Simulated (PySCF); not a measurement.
Stepwise substitution at one centre (Sn OCH3-H). Isolated molecules, 0 K electronic values unless said otherwise. One relaxed conformer stands for each flexible species; it need not be the lowest. Strings in code marks are SMILES.

The HOMO from two functionals at the same geometries (B3LYP-D3(BJ)/def2-SVP), both in PySCF: PBE-D3(BJ)/def2-TZVP and B3LYP-D3(BJ)/def2-TZVP. B3LYP has the VWN-RPA correlation part, as in Gaussian. 

| species | B3LYP-D3(BJ)/def2-TZVP (eV) |
|---|---|
| 0 of 4 OCH3 replaced by H (`[O]([Sn]([O]C)([O]C)[O]C)C`) | -7.71 |
| 1 of 4 OCH3 replaced by H (`C[O][SnH]([O]C)[O]C`) | -7.50 |
| 2 of 4 OCH3 replaced by H | -7.36 |
| 3 of 4 OCH3 replaced by H (`[SnH3][O]C`) | -7.21 |
| 4 of 4 OCH3 replaced by H (`[SnH4]`) | -8.96 |

Task: What does PBE-D3(BJ)/def2-TZVP give for each?

Result: 
- 0 of 4 OCH3 replaced by H (`[O]([Sn]([O]C)([O]C)[O]C)C`): -6.33
- 1 of 4 OCH3 replaced by H (`C[O][SnH]([O]C)[O]C`): -6.17
- 2 of 4 OCH3 replaced by H: -6.05
- 3 of 4 OCH3 replaced by H (`[SnH3][O]C`): -5.90
- 4 of 4 OCH3 replaced by H (`[SnH4]`): -7.92
Over these rows, drawn at random from the members with no instability flagged (it was tested for open shells, ions and some series alone), PBE minus B3LYP-D3(BJ): mean +1.27 eV, from +1.04 eV to +1.37 eV.
